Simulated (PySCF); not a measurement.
Vertical excitations of a molecule CH10FNSi3 from PySCF with TDA-PBE/def2-SVPD, as energy in eV (oscillator strength): 4.41 (0.005), 5.17 (0.056), 5.41 (0.005), 5.80 (0.006), 5.87 (0.005), 5.98 (0.009). Lowest triplet (TDA): 4.18 eV. Geometry: PBE-D3(BJ)/def2-SVP. Other conformers were not sampled.

Question: Identify the compound among the candidates.
A) N[SiH2][SiH2][SiH2]CF
B) C[Si@H](N[SiH3])[SiH2]F
C) C[Si@@H](F)[Si@H](N)[SiH3]
D) C[SiH2][Si@@H](N)[SiH2]F

Answer: D, C[SiH2][Si@@H](N)[SiH2]F
